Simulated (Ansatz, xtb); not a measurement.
# Two isomers of Cl3GaH2Si

We compare I, `[Cl][GaH][SiH](Cl)Cl`, a singlet, with II, `Cl[SiH2][Ga]([Cl])[Cl]`, a singlet. Both are isolated molecules in the gas phase, relaxed with B3LYP/6-31G*; the shapes shown needn't be the lowest conformers.

I (Å):

```xyz
7

Cl   -2.2930    1.7812   -2.1903
Cl    0.2558   -0.8169    1.6355
Cl   -2.7443    0.2756    2.8239
Ga   -2.3242    0.0862   -0.8160
Si   -1.3029    0.5326    1.3431
H    -2.9989   -1.2143   -1.3768
H    -0.7377    1.8884    1.5237
```

II (Å):

```xyz
7

Cl   -0.1977    2.2113   -0.5474
Cl   -0.7838   -2.3909    1.4041
Cl   -2.5805    0.1031    3.3536
Ga   -1.7511   -0.4482    1.4253
Si   -1.8804    0.9869   -0.5301
H    -3.0888    1.8425   -0.4632
H    -1.8868    0.1722   -1.7683
```

**Question.** Estimate which is lower in electronic energy at CCSD(T)/def2-SVP + ΔMP2/def2-TZVPP, and by roughly how much.

**Answer.** The CCSD(T)/def2-SVP + ΔMP2/def2-TZVPP calculation puts structure II lower, by 30.8 kJ/mol.

The same difference at several levels:

```csv
level,geometry,E(II) − E(I) (kJ/mol),departure from the last row (kJ/mol),"job, with rough time for the two"
B3LYP/6-31G*,B3LYP/6-31G*,−37.5,−6.8,"optimisation, 72 s"
HF/def2-SVP,B3LYP/6-31G*,−45.0,−14.2,part of the CCSD(T) run
MP2/def2-SVP,B3LYP/6-31G*,−42.5,−11.7,part of the CCSD(T) run
CCSD(T)/def2-SVP,B3LYP/6-31G*,−43.8,−13.0,single point
CCSD(T)/def2-SVP + ΔMP2/def2-TZVPP,B3LYP/6-31G*,−30.8,,"single point, 40 s"
```

As drawn, II has 1 Cl–Ga, 1 Si–H in place of 1 Cl–Si, 1 Ga–H.

None of the levels shown reverses the order. The largest departure from CCSD(T)/def2-SVP + ΔMP2/def2-TZVPP is that of HF/def2-SVP, 14.2 kJ/mol. A small imaginary or near-zero mode remains, so no thermal terms are given. Levels run at GFN2-xTB geometries aren't shown. The last row adds to CCSD(T) the change of the MP2 difference between the two basis sets, here +13.0 kJ/mol, a large step that makes the value less sure.

The correlated steps freeze 29 core orbitals; the filled d shell of Ga is correlated, in a basis made for valence electrons. Run with Ansatz 0.2.0; the last row on 2 threads of Arm Neoverse V2 on a shared host.
